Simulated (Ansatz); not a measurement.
Computed with Ansatz on PBE0-D4/def2-TZVP structures; ΔE is electronic, products minus reactants. CBS: MP2 limit from def2 TZ/QZ plus the TZ coupled-cluster correction, frozen cores. For Ge outer-core shells are correlated without core-valence functions, which leaves a few kJ/mol of doubt a bond. Scalar relativity is left out up to krypton. One conformer a species, not always the lowest.

`CC(C)[CH2][Ge]([Cl])([Cl])[Cl]` + `NB(O)F` → `CC(C)OB(N)F` + `[CH3][Ge]([Cl])([Cl])[Cl]`  (substitution at a C–C bond)

```csv
species,CCSD(T)/def2-SVP energy (Eh)
`CC(C)[CH2][Ge]([Cl])([Cl])[Cl]`,-3611.23634
`NB(O)F`,-255.80791
`CC(C)OB(N)F`,-373.30649
`[CH3][Ge]([Cl])([Cl])[Cl]`,-3493.73097
```

(1) Work out ΔE.

Largest T1 diagnostic among the species: 0.011.

## Answers

(1) ΔE = (-373.30649) + (-3493.73097) − (-3611.23634) − (-255.80791) = 0.00679 Eh = +17.8 kJ/mol. CCSD(T)/CBS gives +25.5 kJ/mol.

Leaving LDA and LC-ωPBE aside and taking each functional with its dispersion term where it has one, the values, not all of them listed here, spread over 12.5 kJ/mol, from CAM-B3LYP-D4 to revPBE-D4. LDA lies +6.3 kJ/mol from PBE without D4. The D4 term adds +11.2 kJ/mol with B3LYP and +6.6 kJ/mol with PBE0; it sums over pairs of atoms, weighted by their polarisabilities, and B3LYP, whose exchange is more repulsive, gets the larger term.

B3LYP here is the variant with VWN-RPA as its local correlation; programs differ in this.
